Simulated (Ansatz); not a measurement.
`[SiH3][CH2][GeH2][Cl]`, charge 0, multiplicity 1.

Problem. Give a relaxed structure at PBE0-D4/def2-TZVP (the Gaussian-basis code of Ansatz). (Best estimate.)

Solution. Ansatz gave: 
```xyz
11

Si    1.0580   -0.1639    1.2077
C    -0.5365   -0.5630    0.3034
Ge   -0.7481    0.3352   -1.4076
Cl   -0.4301    2.4522   -1.0941
H     1.0292    1.2218    1.7358
H     1.2437   -1.1080    2.3425
H     2.2119   -0.3085    0.2798
H    -0.5799   -1.6391    0.1042
H    -1.3942   -0.3117    0.9328
H     0.3126   -0.1144   -2.4228
H    -2.1665    0.1993   -1.9816
```
This is one stationary point; other conformers may exist.
